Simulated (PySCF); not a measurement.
trifluoro(fluorosilyl)silane (F4H2Si2), SMILES F[SiH2][Si](F)(F)F. Heavy atoms are numbered as in [SiH2:1]([F:2])[Si:3]([F:4])([F:5])[F:6]. Hydrogens are named by the atom that carries them.

The structure is a stationary point at ωB97X-D3(BJ)/def2-SVP. One conformer was computed; it need not be the lowest.

Calculation: B3LYP/pcSseg-1 run with PySCF.

GIAO shieldings, no solvent; atoms alike by connectivity are averaged. δ = σ(ref) − σ: ²⁹Si against TMS (σ = 338.7 ppm); ¹⁹F against CFCl3 (σ = 161.7 ppm); ¹H against TMS (σ = 31.68 ppm), references at their B3LYP-D3(BJ)/def2-TZVP geometries, non-relativistic.

Task: Estimate the chemical shifts. (The exact figures need the calculation; the answer reports its results.)

Result: 
| nucleus | atoms | count | δ (ppm) |
|---|---|---|---|
| ²⁹Si | Si1 (SiH2) | 1 | -13.0 |
| ²⁹Si | Si3 | 1 | -55.4 |
| ¹⁹F | F4 | 3 | -135.2 |
| ¹⁹F | F2 | 1 | -269.8 |
| ¹H | H on Si1 | 2 | 5.45 |
